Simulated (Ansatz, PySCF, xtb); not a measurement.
Gas-phase reaction R1 + R2 → P1 + P2, each structure at its B3LYP-D3(BJ)/def2-TZVP stationary point, reached from a drawn start (curvature not checked).
R1: H7NSi2 (SMILES [SiH3]N[SiH3]), charge 0, multiplicity 1.
R2: H2O (SMILES O), charge 0, multiplicity 1.
P1: H5NSi (SMILES N[SiH3]), charge 0, multiplicity 1.
P2, H4OSi (SMILES O[SiH3]) (charge 0, multiplicity 1):
```xyz
6

O      1.171    -0.391    -0.343
Si    -0.399     0.019    -0.027
H      1.863    -0.022     0.212
H     -0.806    -0.389     1.340
H     -1.210    -0.699    -1.029
H     -0.618     1.482    -0.153
```

```
level                                  reaction energy (kJ/mol)  minus CCSD(T)/CBS(cc-pV(T+d)Z, cc-pV(Q+d)Z)
-------------------------------------  ------------------------  -------------------------------------------
GFN1-xTB                                                 -173.5                                       -144.3
PBE-D3(BJ)/def2-TZVPP                                     -28.0                                          1.1
BLYP/def2-TZVPP                                           -39.7                                        -10.6
BLYP-D4/def2-TZVPP                                        -30.1                                         -0.9
r2SCAN/def2-TZVPP                                         -33.8                                         -4.6
CAM-B3LYP-D3(BJ)/def2-TZVPP                               -33.7                                         -4.6
wB97X-V/def2-TZVPP                                        -31.7                                         -2.5
wB97M-V/def2-TZVPP                                        -30.9                                         -1.7
B2PLYP-D3(BJ)/def2-TZVPP                                  -30.7                                         -1.6
MP2/cc-pV(T+d)Z                                           -30.3                                         -1.2
MP2/CBS(cc-pV(T+d)Z, cc-pV(Q+d)Z)                         -28.8                                          0.3
SCS-MP2/cc-pV(Q+d)Z                                       -32.1                                         -2.9
CCSD(T)/cc-pV(Q+d)Z                                       -29.4                                         -0.2
CCSD(T)/CBS(cc-pV(T+d)Z, cc-pV(Q+d)Z)                     -29.1                                          0.0
```

 The comparison column counts from a level with limits of its own.

P less R. No zero-point or thermal terms.

Cores are frozen in the correlated methods. CBS: X⁻³ extrapolation of the correlation energy, Hartree–Fock from the larger set.

Run with Ansatz (Gaussian basis) for Hartree–Fock, density functionals and correlated methods; PySCF for the D3/D4 terms; xtb for the GFN methods. Each number belongs to the level named beside it.

Ansatz is a program for electronic structure.
